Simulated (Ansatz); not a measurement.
```yaml
atoms:
  - { symbol: Cu, position_ang: [-0.0058, 0.0064, -1.1212] }
  - { symbol: Cu, position_ang: [0.0096, -0.0029, 1.1158] }
```

Basis set: cc-pVTZ (spherical functions). Frozen core: 10 orbitals. Charge 0, multiplicity 1.

Computed with Ansatz (development build ahead of 0.2.0); each method stands on the lowest determinant of its kind that the runs found. Restricted open shells among the atoms or ions are ROHF, correlated in semicanonical orbitals with singles.

The atomization energy at this shape (free ground-state atoms in the same class of orbitals less the molecule, no zero-point energy) of singlet Cu₂:

| method | atomization energy |
| --- | --- |
| RHF-MP2 | 178.5 kJ/mol |

Task: What does RHF give?

Result: 38.6 kJ/mol.
